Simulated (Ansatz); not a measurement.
```yaml
crystal:
  periodic: [false, false, false]
  atoms:
    - {symbol: B, position_ang: [-1.767325, 1.765038, 0.014717]}
    - {symbol: Al, position_ang: [0.375460, 1.265674, 0.205293]}
    - {symbol: O, position_ang: [0.949383, -0.281268, 0.225681]}
    - {symbol: Si, position_ang: [0.724974, -1.875865, -0.311776]}
    - {symbol: H, position_ang: [-2.601028, 1.803058, 0.961417]}
    - {symbol: H, position_ang: [-2.133867, 2.196999, -1.152497]}
    - {symbol: H, position_ang: [1.515583, 2.360303, 0.769615]}
    - {symbol: H, position_ang: [1.372505, -2.553927, 1.192216]}
    - {symbol: H, position_ang: [-0.253312, -2.492722, -0.772883]}
    - {symbol: H, position_ang: [1.990557, -2.236642, -1.320634]}
basis:
  gaussian: {orbitals: def2-TZVP}
magnetization: {spin_polarized: true, initial_magnetization: 2}
hamiltonian: {xc: {name: PBE1PBE}}
```

```sh
$ ansatz run in.yaml --threads 2 --pin off --events-out ev --progress --plain --max-ram 4352MiB
```

It prints (some lines left out):

```
Error: YAML parse error: error: line 17 column 19: hamiltonian.xc: no functional is named "PBE1PBE"; the names, which are not case-sensitive, are SVWN5, SPW92, PBE, PBE0, PBEsol, revPBE, revPBE0, RPBE, rPW86-PBE, HSE06, wPBEh, LC-wPBE, HISS, HF, BLYP, B3LYP, B3LYP5, BHLYP, CAM-B3LYP, r2SCAN, r2SCANh, r2SCAN0, r2SCAN50, m-r2SCAN, B97, wB97, wB97X, wB97X-V, B97M-V, wB97M-V, B2PLYP, B2GP-PLYP, PBE0-DH, PBE-QIDH
15 |   gaussian: {orbitals: def2-TZVP}
16 | magnetization: {spin_polarized: true, initial_magnetization: 2}
17 | hamiltonian: {xc: {name: PBE1PBE}}
```

In this input the method's name isn't one that the program takes here. The program refused the input.
